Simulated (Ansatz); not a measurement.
BiH2(iPr) (C3H9Bi). Charge 0, multiplicity 1. Geometry PBE0-D4/def2-SVP, basis def2-TZVP, Ansatz.

```csv
run,HOMO (eV),LUMO (eV)
A,-6.75,-0.33
B,-6.37,-0.69
C,-5.98,-0.80
D,-7.95,0.53
E,-5.78,-1.07
F,-6.89,-0.17
```

In the def2 sets Bi takes a core potential; there is no spin–orbit coupling. HSE06 is defined as in plane-wave codes, on full-range PBE exchange.

Question: The runs used CAM-B3LYP, HSE06, PBE, PBE0, r2SCAN, r2SCAN0. Estimate which is which.

Answer: A PBE0 (25 % exact exchange); B HSE06 (range-separated); C r2SCAN (0 % exact exchange); D CAM-B3LYP (range-separated); E PBE (0 % exact exchange); F r2SCAN0 (25 % exact exchange). Exact exchange lowers occupied and raises empty levels; among semilocal functionals meta-GGAs tend to open the gap a little, and such runs are hard to tell apart. The gap grows from 4.71 eV (PBE) to 8.48 eV (CAM-B3LYP).
